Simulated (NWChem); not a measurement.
System: ethylmethylamine (C3H9N); SMILES CCNC

All runs: NWChem. Structure relaxed at the B3LYP/6-31G* (spherical d) level. Gas-phase geometry, NWChem's default radii. One conformer.

COSMO at M06-2X/def2-SVP gives an electrostatic solvation energy of -0.96 kcal/mol for ε = 1.5. Its surface charges are scaled by f = (ε − 1)/ε.

### Question
Estimate the value for ε = 78.4 from the scaling alone and compare it with a run.

### Answer

1. f = 0.3333 and 0.9872; their ratio is 2.962.
2. With a rigid solute density the energy is proportional to f: -0.96 × 2.962 = -2.84 kcal/mol.
3. The run gives -3.06 kcal/mol, 0.22 lower; the difference is the response of the solute's density to the stronger field.
